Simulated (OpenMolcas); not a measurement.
**P IV: effect of the basis set**

| Quantity | Value |
| --- | --- |
| Program | OpenMolcas 26.06 |
| Method | MS-CASPT2, IPEA 0.25 Eh, imaginary shift 0.1 Eh (closed shells correlated: 2s 2p) |
| Active space | 2 electrons in 8 orbitals (3s 3p 4s 4p) |
| State averaging | 2S+1 = 3 even, 3 roots; 2S+1 = 1 even, 7 roots; 2S+1 = 3 odd, 3 roots; 2S+1 = 1 odd, 3 roots |
| Spin-orbit coupling | state interaction with AMFI integrals over the reference wave functions, term energies averaged over their components |

A. ANO-RCC-VTZP [5s4p2d1f], DKH2, point nucleus; CASPT2 step about 4 core-seconds
B. ANO-R2 [5s4p3d1f], X2C, finite nucleus; CASPT2 step of the order of 7 core-seconds
C. ANO-RCC-VQZP [6s5p3d2f1g], DKH2, point nucleus; CASPT2 step of the order of 5 core-seconds
D. ANO-RCC [8s7p5d4f2g], DKH2, point nucleus; CASPT2 step about 8 core-seconds

Energies in cm⁻¹ above 3s² ¹S₀, the measured ground level; measured values from Martin, Zalubas and Musgrove, J. Phys. Chem. Ref. Data 14, 751 (1985).

```tsv
Level	A	B	C	D	Measured
3s² ¹S₀	0.0	0.0	0.0	0.0	0.0
3s 3p ³P°₀	67340	67080	67550	67990	67918
3s 3p ³P°₁	67540	67280	67740	68190	68146
3s 3p ³P°₂	67940	67690	68150	68600	68615
3s 3p ¹P°₁	108070	106000	107270	106430	
3p² ³P₀	165170	163620	165340	165510	164941
3p² ¹D₂ [71 %]	165330	163620	165050	164970	158142
3p² ³P₁	165370	163830	165540	165720	165185
3p² ³P₂ [71 %]	165940	164350	166020	166190	165654
```

Deviations, from unrounded energies. A percentage is the sum of absolute deviations over the sum of measured energies, with the sign that they share, or ± where signs differ.

```
           Against measurement  Levels     A     B     C     D
mean absolute deviation (cm-1)       7  1400  1700  1300  1200
      other configurations (%)       7  ±1.1  ±1.4  ±1.1  ±1.0
```

D lies closest to measurement on these levels and B furthest from it. The largest miss of D in the table is 3p² ¹D₂ [71 %], by +6800 cm-1. The ranking rests on the paired levels alone, and a cruder setting can come out closer through cancelling errors.

Among A to D the level of the table that moves most is 3s 3p ¹P°₁, by 2100 cm-1 (lowest in B, highest in A). Moves below CASPT2's spread within the term are not significant.

CASPT2 does not keep the components of a term degenerate, so their means are used; among the terms shown or strongly mixed into the levels shown the widest spread is 270 cm-1 (3p² ¹D, D). Over all roots computed the reference weight is 0.90 to 1.00 in A, 0.90 to 0.99 in B, 0.90 to 1.00 in C, 0.89 to 0.99 in D; the roots of lowest weight are the least certain, and an intruder state may touch them. Some levels mix across a computed gap that differs much from the measured one, so their mixing is not that of the real levels. Active for correlation alone: 4p 4s; no level in the range computed is led by a configuration that fills them, so any true level of that kind is missing. The ¹D term of p² mixes with s d, which this space lacks. Computed and measured levels are paired by configuration, term and J; levels that our copy of the source lacks, or whose pairing is in doubt (as where it misses far off the trend of its configuration), stay unpaired and out of the deviations. Only configurations of the active space appear. The table leaves out levels that lie high or whose names do not pair safely across all columns.

A share in square brackets marks a mixed level and gives the weight of the term that names it, the lowest over the columns. ° marks odd parity.
